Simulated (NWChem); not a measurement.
System: C2H2F2; SMILES F/C=C\F

Computed with NWChem. The geometry was optimised at B3LYP/6-31G* (spherical d). Level r2SCAN/def2-SVP: energy and gradient on several grids; changes count from the extra-fine grid, which is no exact limit either.

```
grid     size of the energy change (μHa)  largest change of a gradient component (μHa/bohr)
-------  -------------------------------  -------------------------------------------------
xcoarse                            10000                                               4000
coarse                              1000                                                200
medium                               300                                                 50
fine                                  30                                               < 30
xfine                               < 10                                               < 30
```
